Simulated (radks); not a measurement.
Radial electron density D(r) = 4 pi r^2 rho(r) of an atom or ion with 15 electrons. Calculated with a radial shooting solver on a logarithmic mesh with Libxc functionals: Dirac Kohn-Sham, relativistic LDA (MacDonald-Vosko exchange, VWN5 correlation), spin-unpolarised, spherical densities, finite nucleus; Fermi nuclear charge, rms radius of each element as measured or else 0.836 A^(1/3) + 0.57 fm.

| r (bohr) | D(r) (e/bohr) |
|---|---|
| 0.005097 | 0.7631 |
| 0.006479 | 1.176 |
| 0.008237 | 1.791 |
| 0.01056 | 2.722 |
| 0.01342 | 4.002 |
| 0.01706 | 5.741 |
| 0.02186 | 8.065 |
| 0.02779 | 10.77 |
| 0.03533 | 13.67 |
| 0.04491 | 16.31 |
| 0.05755 | 18.06 |
| 0.07316 | 18.16 |
| 0.093 | 16.57 |
| 0.1192 | 13.98 |
| 0.1515 | 12.23 |
| 0.1926 | 12.65 |
| 0.2468 | 15.19 |
| 0.3138 | 17.41 |
| 0.3989 | 16.75 |
| 0.5111 | 12.46 |
| 0.6498 | 7.159 |
| 0.826 | 3.724 |
| 1.059 | 2.954 |
| 1.346 | 3.279 |
| 1.711 | 2.985 |
| 2.192 | 1.880 |
| 2.787 | 0.8169 |
| 3.543 | 0.2329 |
| 4.54 | 0.03790 |
| 5.771 | 0.003552 |

What is the nuclear charge?

Answer. Z = 16. The innermost maximum, from 1s, lies near gamma/Z bohr with gamma = sqrt(1 - (Z/c)^2) = 0.993, here 0.0621 bohr (found: 0.0659), and its height grows with Z. The density is that of the sulfur ion S+ in [Ne] 3s2 3p(1/2: 1, 3/2: 2); the configuration itself is not fixed sharply by these data, and Z only to about a unit. D(r) has 3 maxima, at r = 0.0659, 0.340, 1.41 bohr, and minima at 0.164, 1.03 bohr, inside which lie 2.18, 10.40 electrons.
